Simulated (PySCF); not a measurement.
# How well do the runs reproduce experiment for cyclohexanone?

**Measured values to compare with.**

NIST CCCBDB Release 22 (SRD 101), experimental dipoles lists, for the gas: dipole moment 3.02 D.

The runs below try to reproduce these values; the comparison stands at the end.

Cyclohexanone, C6H10O.
Numbering: `[O:1]=[C:2]1[CH2:3][CH2:4][CH2:5][CH2:6][CH2:7]1` (hydrogens: H8, H9 on C3; H10, H11 on C4; H12, H13 on C5; H14, H15 on C6; H16, H17 on C7)

Structure used (GFN2-xTB), in Å, numbered top down from 1:
```
atom  x, y, z in Å
O1     2.6457    0.4408   -0.1530
C2     1.5004    0.2750    0.1816
C3     0.5001    1.4018    0.2967
C4    -0.7511    1.0957   -0.5307
C5    -1.3546   -0.2424   -0.1203
C6    -0.3309   -1.3562   -0.3055
C7     0.9261   -1.0802    0.5236
H8     0.2231    1.5038    1.3491
H9     0.9644    2.3331   -0.0315
H10   -1.4798    1.8975   -0.3969
H11   -0.4807    1.0625   -1.5883
H12   -2.2385   -0.4497   -0.7264
H13   -1.6681   -0.2000    0.9254
H14   -0.7567   -2.3168   -0.0095
H15   -0.0554   -1.4237   -1.3601
H16    1.6816   -1.8482    0.3505
H17    0.6674   -1.0809    1.5855
```

Runs made with PySCF (gas phase, on this GFN2-xTB geometry; no spin–orbit coupling):

```
        level                                                              job  basis functions  wall time
PBE0/pcSseg-1  shieldings, ring-centre shieldings, charges and field gradients              169       22 s
```

Hardware: an x86-64 server with one thread, shared host.

Results beside the measurements:

**Dipole moment.** Measured: 3.02 D (NIST CCCBDB Release 22 (SRD 101), experimental dipoles).

| level | computed (D) | computed − measured (D) | % (from the printed values) |
| --- | --- | --- | --- |
| PBE0/pcSseg-1 | 3.24 | +0.22 | +7 |

The computed dipoles belong to one fixed geometry; measured ones are averaged over vibrations unless marked μe. Magnitudes are compared, not signs.

The geometry is computed, not the measured one. Where a level misses, the cause wasn't examined.
